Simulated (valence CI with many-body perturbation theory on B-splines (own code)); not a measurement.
## Which ion has this spectrum?

A relativistic CI+MBPT calculation for an atom or ion with 7 electrons gives these levels (eV):

| J | Parity | E | g |
| --- | --- | --- | --- |
| 3/2 | odd | 0.0 | 1.30 |
| 3/2 | odd | 2003.5 | 1.43 |
| 5/2 | odd | 2026.4 | 1.15 |
| 1/2 | odd | 2086.9 | 0.61 |
| 5/2 | even | 2396.7 | 1.43 |
| 1/2 | even | 2515.5 | 1.97 |
| 3/2 | even | 2516.6 | 1.16 |
| 3/2 | odd | 4095.5 | 1.28 |
| 3/2 | even | 4431.7 | 1.58 |
| 5/2 | even | 4474.4 | 1.28 |
| 1/2 | even | 4550.1 | 1.33 |
| 3/2 | even | 4557.0 | 0.99 |
| 3/2 | odd | 4990.9 | 1.29 |
| 1/2 | even | 6574.9 | 1.89 |

The energies are calculated, and their last digits are not significant.

(1) Which is it?
A. Pb75+
B. Tl74+
C. Pt71+
D. Hg73+

Results:

(1) D. Hg73+, ground level (2s^2 2p1/2^2 2p3/2) J=3/2.
